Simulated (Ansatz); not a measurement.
Geometry optimisation, Ansatz, RKS revPBE-D4/6-31G*.

The input (input.yaml):

```yaml
crystal:
  periodic: [false, false, false]
  atoms:
    - { symbol: O, position_ang: [0.3435, -0.5228, 2.7573] }
    - { symbol: C, position_ang: [0.2956, -0.1839, 1.4025] }
    - { symbol: C, position_ang: [-0.8093, -0.205, 0.5823] }
    - { symbol: Cl, position_ang: [-2.2363, -0.6424, 1.2911] }
    - { symbol: O, position_ang: [-0.7996, 0.0746, -0.765] }
    - { symbol: C, position_ang: [0.4254, 0.4492, -1.3645] }
    - { symbol: O, position_ang: [0.2197, 0.7212, -2.7288] }
    - { symbol: H, position_ang: [-0.5846, -0.6793, 2.9922] }
    - { symbol: H, position_ang: [1.3088, 0.0942, 1.1417] }
    - { symbol: H, position_ang: [0.8422, 1.3402, -0.8843] }
    - { symbol: H, position_ang: [1.1399, -0.386, -1.2802] }
    - { symbol: H, position_ang: [-0.0684, -0.1152, -3.1103] }
basis:
  gaussian: { orbitals: "6-31G*" }
hamiltonian:
  xc: revpbe
  dispersion: d4
relax:
  f_tol: 0.02
  max_steps: 50
output:
  orbitals: {}
```

Command:

```bash
$ ansatz run input.yaml --threads 2 --pin off --max-ram 3072MiB --backend cpu --events-out ev --progress --plain --runs-dir out
```

Question: Where does it end, and by what steps?

Answer: The forces met the threshold. After 27 steps the energy has fallen by 0.575 eV; O5 moved furthest, 1.32 Å.

```
step  energy less start (eV)  largest force component (eV/Å)  accepted
   0                  0.0000                           3.990       yes
   1                 -0.2485                           2.189       yes
   2                 -0.3398                           0.394       yes
   3                 -0.3463                           0.144       yes
   4                 -0.3482                           0.066       yes
   5                 -0.3506                           0.134       yes
   6                 -0.3505                           0.508        no
   7                 -0.3569                           0.110       yes
   8                 -0.3635                           0.149       yes
   9                 -0.3657                           0.351       yes
  10                 -0.3767                           0.231       yes
  11                 -0.3998                           0.237       yes
  12                 -0.4191                           0.294       yes
  13                 -0.4344                           0.374       yes
  14                 -0.4601                           0.429       yes
  15                 -0.4936                           0.190       yes
  16                 -0.5158                           0.447       yes
  17                 -0.5297                           0.442       yes
  18                 -0.5463                           0.419       yes
  19                 -0.5444                           0.249        no
  20                 -0.5628                           0.125       yes
  21                 -0.5683                           0.082       yes
  22                 -0.5715                           0.133       yes
  23                 -0.5732                           0.097       yes
  24                 -0.5742                           0.062       yes
  25                 -0.5745                           0.020       yes
  26                 -0.5741                           0.078        no
  27                 -0.5746                           0.010       yes
```

```xyz
12
Properties=species:S:1:pos:R:3
O -0.095 -0.740 2.826
C 0.262 0.068 1.787
C -0.350 0.172 0.587
Cl -1.779 -0.890 0.260
O -0.014 1.058 -0.374
C 0.592 0.459 -1.577
O -0.344 0.152 -2.561
H -0.891 -1.246 2.547
H 1.131 0.692 2.007
H 1.237 1.252 -1.982
H 1.187 -0.413 -1.239
H -0.858 -0.620 -2.246
```

Whether the end is a true minimum wasn't checked by a vibrational analysis.

Run time: 3.4 min on 2 threads of AMD EPYC 7571, with other jobs on the host, peak memory 0.2 GiB.
